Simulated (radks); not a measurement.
Values are calculated unless marked as measured or tabulated.
Isoelectronic series with 21 electrons, each ion in its NIST ground configuration. Code: a radial shooting solver on a logarithmic mesh with Libxc functionals. Model: scalar-relativistic Kohn-Sham, PBEsol, spin-polarised, spherical densities, point nucleus; open shells are filled with parallel spins first (spin-orbit coupling, left out, can overturn this in heavy ions). Total energies (hartree) and mean radii <r> (bohr):

| ion | configuration | E (hartree) | 3d up | 3p down | 3p up | 3s down |
|---|---|---|---|---|---|---|
| Sc | [Ar] 3d1 4s2 | -763.15187 | 1.838 | 1.169 | 1.170 | 1.076 |
| V2+ | [Ar] 3d3 | -947.25497 | 1.302 | 1.018 | 1.015 | 0.9504 |
| Mn4+ | [Ar] 3d3 | -1153.33017 | 0.9598 | 0.8739 | 0.8695 | 0.8355 |
| Co6+ | [Ar] 3d3 | -1381.16454 | 0.7827 | 0.7636 | 0.7592 | 0.7425 |
| Cu8+ | [Ar] 3d3 | -1630.82357 | 0.6677 | 0.6777 | 0.6739 | 0.6671 |
| Ga10+ | [Ar] 3d3 | -1902.42047 | 0.5849 | 0.6092 | 0.6060 | 0.6051 |
| As12+ | [Ar] 3d3 | -2196.09555 | 0.5217 | 0.5533 | 0.5506 | 0.5534 |
| Br14+ | [Ar] 3d3 | -2512.00980 | 0.4716 | 0.5068 | 0.5045 | 0.5097 |
| Rb16+ | [Ar] 3d3 | -2850.34256 | 0.4306 | 0.4675 | 0.4655 | 0.4721 |
